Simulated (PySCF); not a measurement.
**Dipole moment and polarisability of spiro[2.4]hepta-4,6-diene**

Compound: spiro[2.4]hepta-4,6-diene, C7H8.
Geometry (GFN2-xTB, Å), atoms numbered from 1 in this order:
```
atom  x, y, z in Å
C1     1.9670    0.0172   -0.4346
C2     0.8118    0.5364   -0.8850
C3    -0.2820    0.0613   -0.0253
C4     0.3765   -0.7935    0.9731
C5     1.6964   -0.8095    0.7196
C6    -1.6681   -0.2451   -0.5658
C7    -1.4815    0.9284    0.3165
H8     2.9484    0.1739   -0.8454
H9     0.6655    1.1907   -1.7244
H10   -0.1512   -1.3019    1.7586
H11    2.4524   -1.3418    1.2687
H12   -2.1615   -1.1205   -0.1724
H13   -1.8265   -0.0835   -1.6208
H14   -1.8433    0.8796    1.3318
H15   -1.5083    1.9164   -0.1166
```

Level: B3LYP/def2-SVPD (PySCF), static field, nuclei fixed, core orbitals frozen in the response. The polarisability tensor in these axes (au):

```
x   98.31 -6.70  0.56
y   -6.70 65.75 -8.42
z    0.56 -8.42 69.41
```

Problem. What are the eigenvalues, a third of the trace, and Δα (Δα² = ½Σ(αi − αj)² over the three pairs)?

Solution. Principal values 58.35, 75.31 and 99.80 au; mean 77.82 au = 11.53 Å³ = 12.83 × 10⁻⁴⁰ C²·m²/J; Δα = 36.09 au (46 % of the mean).

Problem. What is the dipole moment, and where does it point?

Solution. (-1.07, 0.23, -0.08) D, 1.10 D in size, pointing from the negative to the positive side. Measured along this direction, the outermost atoms are H8 and H11 at the negative end and H15, H13, H14 and H12 at the positive end.

Problem. Molar refractivity from α?

Solution. Lorentz–Lorenz: R = (4π/3)N_A α = 2.5225 cm³/(mol·Å³) × 11.53 Å³ = 29.1 cm³/mol, in the limit of long wavelengths.

Problem. What would n − 1 = 2πNα be for an ideal gas of these molecules at 400 K and 1 atm, electronic part alone?

Solution. N = p/kT = 1.8347 × 10¹⁹ cm⁻³, so n − 1 = 2π × N × 11.53 × 10⁻²⁴ cm³ = 1329 × 10⁻⁶ at long wavelengths.

Problem. Find the Langevin capture rate constant for H3+ (3.023 u) meeting this molecule (92.063 u), k = 2.342 × 10⁻⁹ cm³/s × √(α in Å³ / reduced mass in u).

Solution. The reduced mass is 2.93 u, so k = 4.65 × 10⁻⁹ cm³/s. The formula leaves out the permanent dipole, which adds to the capture rate.

Geometry: GFN2-xTB; no solvent, vibrations or thermal averaging.

These values come from a run that also computed excited states. The run took 27 s of wall time on one thread of an x86-64 server, no GPU (shared host).
